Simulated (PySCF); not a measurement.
Simulated outer-valence photoelectron spectrum of `N[SiH2][GeH3]`. The calculation used EOM-IP-CCSD/aug-cc-pVDZ in PySCF, restricted Hartree–Fock reference, frozen core, non-relativistic, gas phase, PBE0-D3(BJ)/def2-SVP geometry.

Each root has a Gaussian of 0.8 eV full width with its one-hole share as area; cross sections and vibrations are left out, and the highest printed point is 100.

| ionisation energy (eV) | intensity |
| --- | --- |
| 8.4 | 0 |
| 8.6 | 1 |
| 8.8 | 4 |
| 9.0 | 13 |
| 9.2 | 29 |
| 9.4 | 46 |
| 9.6 | 53 |
| 9.8 | 49 |
| 10.0 | 45 |
| 10.2 | 49 |
| 10.4 | 54 |
| 10.6 | 47 |
| 10.8 | 30 |
| 11.0 | 19 |
| 11.2 | 23 |
| 11.4 | 46 |
| 11.6 | 78 |
| 11.8 | 100 |
| 12.0 | 98 |
| 12.2 | 83 |
| 12.4 | 70 |
| 12.6 | 60 |
| 12.8 | 46 |
| 13.0 | 29 |
| 13.2 | 20 |
| 13.4 | 27 |
| 13.6 | 41 |
| 13.8 | 50 |
| 14.0 | 44 |
| 14.2 | 27 |
| 14.4 | 12 |
| 14.6 | 4 |
| 14.8 | 1 |
| 15.0 | 0 |
| 15.2 | 0 |
| 15.4 | 0 |
| 15.6 | 1 |
| 15.8 | 3 |
| 16.0 | 11 |
| 16.2 | 27 |
| 16.4 | 51 |
| 16.6 | 72 |
| 16.8 | 82 |
| 17.0 | 74 |
| 17.2 | 53 |
| 17.4 | 29 |
| 17.6 | 12 |
| 17.8 | 4 |
| 18.0 | 1 |
| 18.2 | 0 |

**Question.** Where are the maxima, and how many lines lie under the curve?

**Answer.** 5 maxima, at 9.6, 10.4, 11.9, 13.8 and 16.8 eV, from 8 lines. At this width some lines have no maximum of their own.

**Question.** List the lines with their holes.

**Answer.** 
```
E (eV)  leading hole (HF orbital)  area  Koopmans (eV)
  9.57                       HOMO  0.95          10.36
 10.44                     HOMO-1  0.95          11.33
 11.74                     HOMO-2  0.94          12.46
 11.94                     HOMO-3  0.94          12.61
 12.60                     HOMO-4  0.94          13.49
 13.82                     HOMO-5  0.93          15.05
 16.61                     HOMO-6  0.93          17.87
 17.02                     HOMO-7  0.89          18.58
```

The widest gap, 2.79 eV, lies between 13.82 and 16.61 eV. Only orbitals with −ε under 21 eV, eight at most, were ionised, so the high end of the curve may lack lines.

The values belong to the conformer `[NH2:1][SiH2:2][GeH3:3]`: H–N1–Si2–Ge3 172°, H–N1–Si2–Ge3 -48°.
